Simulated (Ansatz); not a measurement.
Species: C₄H₆SSi, SMILES `[SiH3]c1cccs1` (charge 0, multiplicity 1).

Question: Give a relaxed geometry from PBE0-D3(BJ)/def2-TZVP run with Ansatz (an electronic-structure program).

Answer: the end point of this relaxation (outside a Z-matrix the atoms follow the SMILES, hydrogens last).
Cartesian coordinates (Å) in one orientation:
```xyz
12

Si    -2.212    -0.153     0.047
C     -0.358    -0.186     0.071
C      0.487     0.824    -0.323
C      1.857     0.503    -0.188
C      2.046    -0.753     0.310
S      0.561    -1.530     0.609
H     -2.621     1.173    -0.480
H     -2.761    -1.225    -0.824
H     -2.774    -0.341     1.410
H      0.127     1.773    -0.701
H      2.668     1.171    -0.447
H      2.979    -1.256     0.515
```
